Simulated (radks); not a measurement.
Results of a calculation; reference values are marked as such.
Ba2+, configuration [Kr] 4d8 5s2 5p6 5d2 (not the ground configuration). Level of theory: Dirac Kohn-Sham, PBE, spin-unpolarised, spherical densities, finite nucleus; open shells are shared between the two j in proportion to 2j + 1; Fermi nuclear charge, rms radius 4.8378 fm (a radial shooting solver on a logarithmic mesh with Libxc functionals).

Unscreened Slater integrals over Kohn-Sham orbitals (eV). Large and small components are both included. Empty in this configuration: 4f5/2.

integral,value
"F0(5d5/2,5d5/2)",10.001
"F2(5d5/2,5d5/2)",5.2553
"F4(5d5/2,5d5/2)",3.5015
"F0(5d5/2,5d3/2)",10.066
"F2(5d5/2,5d3/2)",5.2884
"G2(5d5/2,5d3/2)",5.2868
"G4(5d5/2,5d3/2)",3.5228
"F0(5d5/2,5p3/2)",11.399
"F2(5d5/2,5p3/2)",5.6165
"G1(5d5/2,5p3/2)",6.6130
"G3(5d5/2,5p3/2)",4.1131
"F0(5d5/2,5p1/2)",11.530
"G3(5d5/2,5p1/2)",3.9353
"F0(5d5/2,4f5/2)",12.596
"F2(5d5/2,4f5/2)",3.5682
"F4(5d5/2,4f5/2)",1.8146
"G1(5d5/2,4f5/2)",1.6978
"G3(5d5/2,4f5/2)",1.4061
"G5(5d5/2,4f5/2)",1.0818
"F0(5d3/2,5d3/2)",10.132
"F2(5d3/2,5d3/2)",5.3238
"F0(5d3/2,5p3/2)",11.501
"F2(5d3/2,5p3/2)",5.7059
"G1(5d3/2,5p3/2)",6.7823
"G3(5d3/2,5p3/2)",4.2167
"F0(5d3/2,5p1/2)",11.638
"G1(5d3/2,5p1/2)",6.4968
"F0(5d3/2,4f5/2)",12.739
"F2(5d3/2,4f5/2)",3.6541
"G1(5d3/2,4f5/2)",1.7722
"G3(5d3/2,4f5/2)",1.4587
"F0(5p3/2,5p3/2)",13.794
"F2(5p3/2,5p3/2)",7.4637
"F0(5p3/2,5p1/2)",14.059
"G2(5p3/2,5p1/2)",7.5645
"F0(5p3/2,4f5/2)",16.346
"F2(5p3/2,4f5/2)",6.0179
"G2(5p3/2,4f5/2)",3.1872
"G4(5p3/2,4f5/2)",2.4817
"F0(5p1/2,5p1/2)",14.346
"F0(5p1/2,4f5/2)",16.863
"G2(5p1/2,4f5/2)",3.5331
"F0(4f5/2,4f5/2)",24.347
"F2(4f5/2,4f5/2)",11.658
"F4(4f5/2,4f5/2)",7.3318
